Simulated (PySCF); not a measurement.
C3H4O2Si, SMILES C1(CC(=O)[SiH2]1)=O. Geometry optimised at PBE-D3(BJ)/def2-SVP. The structure was generated by enumeration, and PubChem lists no compound with its InChIKey, so it may never have been made.

Computed equilibrium geometry at PBE-D3(BJ)/def2-SVP (PySCF confirms it by a frequency run) as Cartesian coordinates in Å, and its point group:
point group C2v.
```xyz
10

O     -2.3654     0.0000     0.5189
C     -1.1834     0.0000     0.2705
C      0.0000     0.0000     1.2661
C      1.1834     0.0000     0.2705
O      2.3654     0.0000     0.5189
Si     0.0000     0.0000    -1.3307
H      0.0000    -0.8920     1.9341
H      0.0000     0.8920     1.9341
H      0.0000     1.2351    -2.1918
H      0.0000    -1.2351    -2.1918
```
